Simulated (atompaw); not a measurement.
What the settings do to the PAW (atompaw) potential of germanium

Base potential:

germanium, PAW, made with atompaw 4.2.0.5 (PBE, scalar-relativistic). Core [Ar], reference 3d10 4s1.75 4p2.25. Waves: 4s (bound); 4s channel at 1.3 Ry; 4p (bound); 4p channel at 0.6 Ry; 3d (bound); 3d channel at 1.7 Ry. Local part: vpsmatchnc scheme with l = 3 at 1 Ry, radius 1.80 bohr. Core correction: smooth core density matched at 2.35 bohr. Augmentation charge: besselshape compensation charge, radius 2.25 bohr; PAW radius 2.40 bohr; waves and projectors: bloechl.

Cutoffs, loose and tight: the cutoffs (Ry, on a coarse ladder) from which the occupation-weighted sum of valence levels, in a spherical-Bessel basis at the reference potential, stays within 10 and 1 mRy of its value at 400 Ry. They see the waves, projectors and local potential, not the compensation charge or the core. A dash means not determined.

A true bound ghost makes a file unfit for plane-wave use even where its test errors are small: the radial tests pick states by their node count and pass the ghost by.

| change | outcome | cutoff, loose | cutoff, tight | bound ghosts |
| --- | --- | --- | --- | --- |
| base | generated | 80 Ry | 100 Ry | s |
| functional LDA (PW92) | generated | 80 Ry | 100 Ry | s |
| waves 4s (bound): rc 2.40 bohr; 4s channel at 1.3 Ry: rc 2.40 bohr; 4p (bound): rc 2.40 bohr; 4p channel at 0.6 Ry: rc 2.40 bohr; 3d (bound): rc 0.75 bohr; 3d channel at 1.7 Ry: rc 0.75 bohr; augmentation besselshape compensation charge, radius 2.25 bohr; PAW radius 2.40 bohr; waves and projectors: custom rrkj vanderbiltortho | generated | 300 Ry | over 300 Ry | s |
| wave 3d channel at 1.7 Ry becomes 3d channel at 8.21 Ry | generated | 80 Ry | 100 Ry | s |
| local potential vpsmatchnc scheme with l = 3 at 1 Ry, radius 2.20 bohr | generated | 55 Ry | 70 Ry | none |
| augmentation sinc compensation charge, radius 2.25 bohr; PAW radius 2.40 bohr; waves and projectors: bloechl | generated | 80 Ry | 100 Ry | s |
| waves 4s (bound): rc 2.40 bohr; 4s channel at 1.3 Ry: rc 2.40 bohr; 4p (bound): rc 2.40 bohr; 4p channel at 0.6 Ry: rc 2.40 bohr; 3d (bound): rc 0.75 bohr; 3d channel at 1.7 Ry: rc 0.75 bohr; augmentation besselshape compensation charge, radius 2.25 bohr; PAW radius 2.40 bohr; waves and projectors: custom polynom vanderbiltortho | failed: atompaw: The overlap operator has at least one negative eigenvalue! | – | – | – |
| augmentation besselshape compensation charge, radius 1.76 bohr; PAW radius 2.40 bohr; waves and projectors: bloechl | generated | 80 Ry | 100 Ry | s |
| reference 3d10 4s2 4p2 | generated | 80 Ry | 100 Ry | s |
| local potential troulliermartins scheme with l = 3 at 1 Ry, radius 1.80 bohr | generated | 50 Ry | 60 Ry | none |
| core [Ar] 3d10, valence charge 4; reference 4s2 4p2; waves now 4s (bound); 4s channel at -0.45 Ry; 4p (bound); 4p channel at 0.1 Ry; local potential vpsmatchnc scheme with l = 2 at 1 Ry, radius 1.50 bohr; core correction smooth core density matched at 2.10 bohr; augmentation besselshape compensation charge, radius 2.10 bohr; PAW radius 2.15 bohr; waves and projectors: bloechl | failed: atompaw: terminating projector 1017 | – | – | – |
